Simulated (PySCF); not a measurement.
Two species compared at the same levels of theory.

First species: C₆H₉ClO₂Si.
Z-matrix (Å and degrees, GFN2-xTB geometry), rows numbered from 1:
```
C 
C   1  1.4842
C   2  1.4921  1  115.15
C   2  1.3633  1  122.48  3  -175.19
C   4  1.4410  2  125.06  1  -170.87
O   5  1.2166  4  123.40  2  -160.35
C   4  1.4802  2  122.67  1    15.90
O   7  1.2114  4  124.00  2   -33.48
Si  7  1.9395  4  116.17  2   142.48
Cl  9  2.0199  7  108.95  4   -49.54
H   1  1.0879  2  111.24  3    26.06
H   1  1.0893  2  111.64  3   150.19
H   1  1.0913  2  108.75  3   -93.08
H   3  1.0913  2  108.77  1   -81.11
H   3  1.0858  2  112.99  1   159.60
H   3  1.0881  2  110.24  1    36.55
H   5  1.1017  4  117.02  2    25.63
H   9  1.4693  7   99.73  4  -157.62
H   9  1.4506  7  117.13  4    86.07
```

Second species: C₆H₉ClO₂Si.
Cartesian coordinates in Å at the GFN2-xTB level; atoms count from 1:
```
atom  x, y, z in Å
C1     4.1914    1.1225   -0.0433
O2     3.0237    0.4620   -0.5019
C3     1.9120    0.6697    0.2204
O4     1.8570    1.3680    1.2023
C5     0.7910   -0.0399   -0.3257
C6    -0.2030   -0.5919   -0.7229
C7    -1.4067   -1.2358   -1.1622
Si8   -2.6354   -1.4188    0.2998
C9    -2.8770    0.3338    1.0185
Cl10  -3.6841    1.3430   -0.2170
H11    4.5584    0.6506    0.8713
H12    3.9772    2.1730    0.1659
H13    4.9275    1.0309   -0.8381
H14   -1.8579   -0.6239   -1.9461
H15   -1.1646   -2.2054   -1.5986
H16   -3.9081   -1.9251   -0.2153
H17   -2.0690   -2.2825    1.3387
H18   -1.9328    0.8218    1.2516
H19   -3.5095    0.3573    1.9018
```

Levels: PBE0/pcSseg-1 for dipole moment, HOMO energy, LUMO energy and HOMO–LUMO gap; GFN2-xTB for rotational constant A and rotational constant C. Geometries: GFN2-xTB. Each structure is a single optimised conformer of the isolated species, non-relativistic unless stated. Electronic properties by PySCF.

The conformers computed, where there is a choice (atom-mapped SMILES and torsion angles):
- `[CH3:1][C:2]([CH3:3])=[C:4]([CH:5]=[O:6])[C:7](=[O:8])[SiH2:9][Cl:10]`: C2–C4–C5–O6 -160°, C2–C4–C7–O8 -33°, C4–C7–Si9–Cl10 -50°
- `[CH3:1][O:2][C:3](=[O:4])[C:5]#[C:6][CH2:7][SiH2:8][CH2:9][Cl:10]`: C1–O2–C3–O4 0°, C6–C7–Si8–C9 55°, C7–Si8–C9–Cl10 65°

Which of the two has the higher rotational constant A, and by how much?

The second: 1.812 GHz against 1.447 GHz, a difference of 0.365 GHz.

Which of the two has the higher HOMO–LUMO gap, and by how much?

The second: 6.62 eV against 4.33 eV, a difference of 2.29 eV.

Which of the two has the higher HOMO energy, and by how much?

The first: -6.87 eV against -7.70 eV, a difference of 0.83 eV.

Which has the higher LUMO energy?

The second: -1.08 eV against -2.54 eV, a difference of 1.46 eV.

Which of the two has the higher dipole moment, and by how much?

The first: 5.43 D against 2.37 D, a difference of 3.06 D.

Which of the two has the higher rotational constant C, and by how much?

The first: 0.606 GHz against 0.332 GHz, a difference of 0.274 GHz.

On the first: The dipole equals about 18.1 × 10⁻³⁰ C·m (1 D = 3.33564 × 10⁻³⁰ C·m).

On the second: The dipole equals about 7.9 × 10⁻³⁰ C·m (1 D = 3.33564 × 10⁻³⁰ C·m).
